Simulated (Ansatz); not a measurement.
`CNC[SiH2]Cl`, relaxed with RKS PBE-D4/def2-SVP in Ansatz from a rough embedded geometry. The force threshold is 0.03 eV/Å; the program also tests the step.

Charge 0, multiplicity 1.

Start:

```xyz
13

C     1.606    0.556   -0.325
N     0.311    0.789   -0.828
C    -0.574   -0.357   -0.594
Si   -1.510   -0.424    1.061
Cl   -0.178   -1.269    2.460
H     2.088   -0.343   -0.646
H     1.596    0.527    0.817
H     2.245    1.399   -0.538
H     0.401    0.977   -1.835
H    -1.419   -0.226   -1.350
H    -0.100   -1.278   -0.846
H    -2.652   -1.282    1.010
H    -1.813    0.930    1.614
```

(1) By how much does the energy fall, and how many steps does the optimiser take? (Best estimate.)

(2) Which bonds change most? (Best estimate.)

(3) Give the relaxed structure. (Estimate.)

Results:

(1) Ansatz gave: 8.27 kcal/mol, in 11 steps.

(2) Computed: Si4–H12 from 1.430 to 1.505 Å; C3–H11 from 1.066 to 1.125 Å; C1–H6 from 1.069 to 1.124 Å; C1–N2 from 1.409 to 1.455 Å.

(3) The calculation gave: 
```xyz
13

C     1.653    0.514   -0.279
N     0.319    0.794   -0.788
C    -0.627   -0.305   -0.645
Si   -1.442   -0.415    1.067
Cl   -0.095   -1.004    2.562
H     2.135   -0.401   -0.719
H     1.621    0.361    0.819
H     2.317    1.380   -0.476
H     0.381    1.061   -1.778
H    -1.498   -0.125   -1.317
H    -0.224   -1.316   -0.932
H    -2.526   -1.459    1.019
H    -2.015    0.913    1.468
```
